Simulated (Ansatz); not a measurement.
CH9BN2Si, SMILES `BN(C)[SiH2]N`, relaxed with RKS PBE-D4/def2-SVP in Ansatz 0.2.0 from a rough embedded geometry. The force threshold is 0.03 eV/Å; the program also tests the step.

The species carries charge 0 and has multiplicity 1.

Start:

```xyz
14

B    -0.033    0.920   -1.336
N    -0.456   -0.275   -0.415
C    -1.802   -0.049    0.065
Si    0.655   -0.252    0.937
N     2.309   -0.850    0.451
H    -0.003    1.970   -0.991
H     0.283    0.631   -2.478
H    -1.907    0.962    0.577
H    -2.574   -0.011   -0.809
H    -2.176   -0.853    0.723
H     0.145   -1.256    2.007
H     0.754    1.040    1.574
H     2.668   -0.203   -0.232
H     2.136   -1.775   -0.072
```

By how much does the energy fall, and how many steps does the optimiser take? (Best estimate.)

Ansatz gave: 204.92 kJ/mol, in 20 steps, 1 of them rejected.

Which bonds change most? (Best estimate.)

The calculation gave: B1–N2 from 1.567 to 1.405 Å; B1–H6 from 1.106 to 1.221 Å; Si4–N5 from 1.824 to 1.731 Å; Si4–H12 from 1.444 to 1.505 Å.

Give the relaxed structure. (Best estimate.)

Ansatz gave: 
```xyz
14

B    -0.143    0.536   -1.564
N    -0.494    0.202   -0.245
C    -1.855    0.373    0.272
Si    0.689   -0.456    0.944
N     2.297   -0.709    0.354
H    -0.995    0.983   -2.314
H     1.006    0.378   -1.943
H    -1.873    1.054    1.152
H    -2.511    0.802   -0.510
H    -2.290   -0.597    0.598
H     0.134   -1.773    1.415
H     0.745    0.523    2.086
H     2.852    0.117    0.110
H     2.439   -1.434   -0.355
```
